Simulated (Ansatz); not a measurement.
Born–Oppenheimer molecular dynamics of C$_{3}$H$_{4}$AlF (9 atoms, charge 0, multiplicity 1). It starts at the highest image of a converged band, a first-order saddle point between two minima.

Theory: RKS B3LYP/def2-SVP (Ansatz 0.2.0).

```json
{"ensemble": "NVE (velocity Verlet)", "time step": "0.5 fs", "steps asked": "200", "starting velocities drawn for": "100 K", "seed": "9093"}
```

First frame:

```xyz
9
Properties=species:S:1:pos:R:3
F 1.838 1.560 0.895
C 0.863 0.715 0.608
C 1.046 -0.388 -0.183
C -0.266 -0.998 -0.317
Al -1.185 0.466 0.511
H 1.963 -0.657 -0.724
H -0.428 -1.875 -0.953
H -1.299 0.221 -1.199
H -2.444 0.911 1.346
```

Question: What does the run give?

Answer: The run went to its last step.

- steps done: 200
- time covered: 100 fs
- mean temperature over the second half: 586 K
- spread of the potential energy over the second half: 19.7 meV per atom
- mean potential energy of the second half above the start: -48.8 meV per atom

The conserved energy stayed within 0.033 meV per atom of its start (net change -0.016 meV per atom), so the integration is sound. The kinetic energy rose, since the run started high on the potential surface and went downhill. A run of 0.1 ps of so small a system gives no equilibrium averages. The orbitals stay closed-shell, which can raise the energy where a bond breaks towards radicals; this wasn't checked here.

Question: What happens to the structure?

Answer: Between its relaxed ends the band would form Al5–H8 and break C3–Al5, C4–H8. These pairs go: Al5–H8 1.73 → 1.61 Å, C3–Al5 2.49 → 2.53 Å, C4–H8 1.82 → 3.03 Å. In the last frame they stand as after the step (other bonds may differ from the relaxed reactants and products). It ends as one piece, C3H4AlF. Pairs count as bonded within 1.25 times the sum of covalent radii (0.12 Å more for H–H). This is one draw of velocities; another would differ in detail.

Question: How do temperature and energy run in time?

Answer: 
```json
{"time (fs)": "0.0", "T (K)": "100", "potential energy less start (eV)": "0.000", "conserved less start (meV/atom)": "0.00"}
{"time (fs)": "3.0", "T (K)": "84", "potential energy less start (eV)": "0.015", "conserved less start (meV/atom)": "0.02"}
{"time (fs)": "6.0", "T (K)": "77", "potential energy less start (eV)": "0.021", "conserved less start (meV/atom)": "0.01"}
{"time (fs)": "9.0", "T (K)": "94", "potential energy less start (eV)": "0.006", "conserved less start (meV/atom)": "0.02"}
{"time (fs)": "12.0", "T (K)": "159", "potential energy less start (eV)": "-0.053", "conserved less start (meV/atom)": "0.02"}
{"time (fs)": "15.0", "T (K)": "273", "potential energy less start (eV)": "-0.156", "conserved less start (meV/atom)": "0.02"}
{"time (fs)": "18.0", "T (K)": "437", "potential energy less start (eV)": "-0.305", "conserved less start (meV/atom)": "0.02"}
{"time (fs)": "21.0", "T (K)": "636", "potential energy less start (eV)": "-0.485", "conserved less start (meV/atom)": "-0.01"}
{"time (fs)": "24.0", "T (K)": "796", "potential energy less start (eV)": "-0.630", "conserved less start (meV/atom)": "-0.01"}
{"time (fs)": "27.0", "T (K)": "918", "potential energy less start (eV)": "-0.740", "conserved less start (meV/atom)": "-0.02"}
{"time (fs)": "30.0", "T (K)": "974", "potential energy less start (eV)": "-0.791", "conserved less start (meV/atom)": "-0.02"}
{"time (fs)": "33.0", "T (K)": "953", "potential energy less start (eV)": "-0.772", "conserved less start (meV/atom)": "-0.02"}
{"time (fs)": "36.0", "T (K)": "850", "potential energy less start (eV)": "-0.678", "conserved less start (meV/atom)": "0.00"}
{"time (fs)": "39.0", "T (K)": "728", "potential energy less start (eV)": "-0.568", "conserved less start (meV/atom)": "0.01"}
{"time (fs)": "42.0", "T (K)": "644", "potential energy less start (eV)": "-0.492", "conserved less start (meV/atom)": "0.00"}
{"time (fs)": "45.0", "T (K)": "579", "potential energy less start (eV)": "-0.434", "conserved less start (meV/atom)": "0.01"}
{"time (fs)": "48.0", "T (K)": "547", "potential energy less start (eV)": "-0.404", "conserved less start (meV/atom)": "0.00"}
{"time (fs)": "51.0", "T (K)": "507", "potential energy less start (eV)": "-0.368", "conserved less start (meV/atom)": "0.00"}
{"time (fs)": "54.0", "T (K)": "452", "potential energy less start (eV)": "-0.318", "conserved less start (meV/atom)": "-0.01"}
{"time (fs)": "57.0", "T (K)": "367", "potential energy less start (eV)": "-0.242", "conserved less start (meV/atom)": "0.00"}
{"time (fs)": "60.0", "T (K)": "297", "potential energy less start (eV)": "-0.179", "conserved less start (meV/atom)": "0.01"}
{"time (fs)": "63.0", "T (K)": "301", "potential energy less start (eV)": "-0.181", "conserved less start (meV/atom)": "0.02"}
{"time (fs)": "66.0", "T (K)": "408", "potential energy less start (eV)": "-0.279", "conserved less start (meV/atom)": "0.02"}
{"time (fs)": "69.0", "T (K)": "599", "potential energy less start (eV)": "-0.452", "conserved less start (meV/atom)": "-0.01"}
{"time (fs)": "72.0", "T (K)": "787", "potential energy less start (eV)": "-0.622", "conserved less start (meV/atom)": "-0.01"}
{"time (fs)": "75.0", "T (K)": "925", "potential energy less start (eV)": "-0.746", "conserved less start (meV/atom)": "-0.03"}
{"time (fs)": "78.0", "T (K)": "933", "potential energy less start (eV)": "-0.754", "conserved less start (meV/atom)": "-0.03"}
{"time (fs)": "81.0", "T (K)": "820", "potential energy less start (eV)": "-0.651", "conserved less start (meV/atom)": "-0.02"}
{"time (fs)": "84.0", "T (K)": "636", "potential energy less start (eV)": "-0.485", "conserved less start (meV/atom)": "0.00"}
{"time (fs)": "87.0", "T (K)": "494", "potential energy less start (eV)": "-0.356", "conserved less start (meV/atom)": "0.02"}
{"time (fs)": "90.0", "T (K)": "480", "potential energy less start (eV)": "-0.343", "conserved less start (meV/atom)": "0.01"}
{"time (fs)": "93.0", "T (K)": "558", "potential energy less start (eV)": "-0.414", "conserved less start (meV/atom)": "0.00"}
{"time (fs)": "96.0", "T (K)": "664", "potential energy less start (eV)": "-0.511", "conserved less start (meV/atom)": "-0.02"}
{"time (fs)": "99.0", "T (K)": "737", "potential energy less start (eV)": "-0.577", "conserved less start (meV/atom)": "-0.01"}
```

The run took 7.1 min on 2 threads of Arm Neoverse V2 (shared host), peak memory 0.18 GiB.
